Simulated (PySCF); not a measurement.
## C₆ coefficients of unlike pairs at PBE0

Calculated with PySCF 2.14 from the dipole response of each species, C₆(A,B) = (3/π) ∫ α_A(iu) α_B(iu) du, in atomic units, from isotropic polarisabilities. For ions this is the dispersion term alone; charge-induced terms of lower order in 1/R come first.

```csv
species,configuration,basis,relativity,α (bohr³),C₆ (like pair)
Cl⁺,[Ne] 3s2 3p4 (3P),aug-cc-pVTZ-DK (6s5p3d2f),spin-free X2C,8.621,40.95
Tl²⁺,[Xe] 4f14 5d10 6s1 (2S),def2-QZVPPD with the def2 core potential (60 electrons) (8s6p5d4f1g),core potential,12.52,79.74
Cl³⁺,[Ne] 3s2 3p2 (3P),aug-cc-pV(T+d)Z (6s5p4d2f),none,4.382,11.90
Si⁺,[Ne] 3s2 3p1 (2P),aug-cc-pV(T+d)Z (6s5p4d2f),none,19.16,101.7
```

Question: Estimate C₆ for Cl³⁺ with Tl²⁺.

Answer: The integral gives 30.63. The combination rule 2 C_A C_B / (C_A α_B/α_A + C_B α_A/α_B) gives 30.65 and the geometric mean 30.80.

No spin-orbit coupling is included.

The other pairs:

```csv
pair,C₆
"Si⁺, Cl³⁺",32.26
"Tl²⁺, Cl⁺",56.60
"Si⁺, Cl⁺",61.12
"Cl³⁺, Cl⁺",22.02
"Si⁺, Tl²⁺",83.86
```
